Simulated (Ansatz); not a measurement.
Consider the cleavage of the Si–B bond: `B[SiH]([SiH3])Cl` + H–F → `F[SiH]([SiH3])Cl` + BH₃.

Computed with Ansatz on PBE0-D4/def2-TZVP structures; ΔE is electronic, products minus reactants. CCSD(T)/CBS adds triple-zeta CCSD(T) − MP2 to the extrapolated MP2 energy (def2 sets, frozen cores). This one scheme is used for every species. Functionals use def2-TZVPP.

```tsv
species	ωB97M-V energy (Eh)
`B[SiH]([SiH3])Cl`	-1067.58872
H–F	-100.46072
`F[SiH]([SiH3])Cl`	-1141.52217
BH₃	-26.58382
```

Problem. Work out ΔE.

Solution. ΔE = (-1141.52217) + (-26.58382) − (-1067.58872) − (-100.46072) = -0.05655 Eh = -1.54 eV. CCSD(T)/CBS gives -1.46 eV.

Largest T1 diagnostic among the species: 0.012.

The D4 term adds +0.06 eV with B3LYP and +0.04 eV with PBE0; it sums over pairs of atoms, weighted by their polarisabilities, and B3LYP, whose exchange is more repulsive, gets the larger term. From PBE to PBE0 (25 % exact exchange), in def2-TZVPP and without D4, ΔE moves by −0.06 eV.

B3LYP here is the variant with VWN-RPA as its local correlation; programs differ in this.
